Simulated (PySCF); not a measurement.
A search over the determinants of ICl

Unrestricted PBE0; I cc-pVDZ-PP with ECP28, Cl cc-pV(D+d)Z; scalar-relativistic core potentials (PySCF 2.14). Outer shells of the fragments: I 4d10 5s2 5p5; Cl 3s2 3p5.

Followed along the bond (rough minima from three points):

| 2Ms+1 | unpaired | ⟨S²⟩ at the start | R at minimum (Å) | Te (eV) |
| --- | --- | --- | --- | --- |
| 1 | none | 0.00 | 2.35 | 0.00 |
| 3 | σ ↑, π ↑ | 2.00 | none in the scan | ≤ 1.61 |

Solutions found at the starting distance of 2.280 Å, counted from the lowest of them; the search is not exhaustive and high or unbound solutions are not listed, so other states can lie among these:

```tsv
2Ms+1	unpaired	term	E (eV)	⟨S²⟩	⟨Lz²⟩	μ (D)
1	none	¹Σ⁺	0.00	0.00	0.00	-1.31
3	σ ↑, π ↑	³Π	2.24	2.00	1.00	-1.41
1	σ ↑, π ↓	mixed	2.50	1.01	1.00	-1.33
3	π ↑↑	³Σ⁻	5.43	2.00	0.00	-1.08
1	π ↑↓	mixed	5.67	1.01	2.01	-0.99
3	σ ↑↑	³Σ⁺	5.85	2.00	0.00	0.61
```

A term symbol is given only where ⟨S²⟩ and ⟨Lz²⟩ are close to those of a pure state; real π, δ and φ orbitals otherwise mix terms. A positive dipole means I(−)Cl(+).

Spin–orbit coupling is left out. Counting both spins, an empty level lies below a filled one in some of these solutions, because spin and occupation are held.
